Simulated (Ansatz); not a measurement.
InF, closed-shell singlet (the spin of the measured ground state), most abundant isotopes (18.9984 and 114.9039 u). Constants from fifth-degree fits in 1/R to seven points on the lowest solution found; no spin–orbit coupling, no relativity up to Kr; ω_e x_e and α_e move by some per cent with the fit.

Correlated levels freeze the inner cores; with def2 sets outer-core shells near the valence are correlated too. CBS: X⁻³ extrapolation of the correlation energy, Hartree–Fock from the larger set.

Run with Ansatz (Gaussian basis) for Hartree–Fock, density functionals and correlated methods. Values without a source in brackets are computed. In def2 rows elements past Kr take small-core potentials, without spin–orbit coupling.

| level | r_e (Å) | ω_e (cm⁻¹) | ω_e x_e (cm⁻¹) | α_e (cm⁻¹) |
|---|---|---|---|---|
| PBE/def2-TZVPP | 2.0203 | 503.0 | 2.45 | 0.00181 |
| CCSD(T)/CBS(def2-TZVPP, def2-QZVPP) | 1.9838 | 539.7 | 2.82 | 0.00192 |

D_e from total energies of the atoms and the molecule: 5.79 eV at PBE/def2-TZVPP; 5.72 eV at CCSD(T)/CBS(def2-TZVPP, def2-QZVPP).

**Question.** Derive the rotational constants, the centrifugal constant, the fundamental, the zero-point energy and the force constant, and test the Morse rule for the well depth.

**Answer.** 
μ = 16.30286 u.
- PBE/def2-TZVPP: B_e = 16.8576/(μ r_e²) = 0.25333 cm⁻¹; B₀ = B_e − α_e/2 = 0.25243 cm⁻¹; D = 4B_e³/ω_e² = 2.57e-07 cm⁻¹; fundamental ω_e − 2ω_e x_e = 498 cm⁻¹; zero-point energy ω_e/2 − ω_e x_e/4 = 251 cm⁻¹; k = μ(2πcω_e)² = 243 N/m; the line J = 1 ← 0 at 2B₀ = 15.14 GHz; a Morse well would hold ω_e²/(4ω_e x_e) = 3.20 eV against the computed D_e of 5.79 eV
- CCSD(T)/CBS(def2-TZVPP, def2-QZVPP): B_e = 16.8576/(μ r_e²) = 0.26275 cm⁻¹; B₀ = B_e − α_e/2 = 0.26179 cm⁻¹; D = 4B_e³/ω_e² = 2.49e-07 cm⁻¹; fundamental ω_e − 2ω_e x_e = 534 cm⁻¹; zero-point energy ω_e/2 − ω_e x_e/4 = 269 cm⁻¹; k = μ(2πcω_e)² = 280 N/m; the line J = 1 ← 0 at 2B₀ = 15.70 GHz; a Morse well would hold ω_e²/(4ω_e x_e) = 3.20 eV against the computed D_e of 5.72 eV

Measured for the ground state: r_e 1.9854 Å [microwave values compiled in ACS Omega 2, 8373 (2017)]; ω_e 535.35 cm⁻¹ [Huber and Herzberg (1979), NIST Chemistry WebBook].

Ansatz is an electronic-structure program.
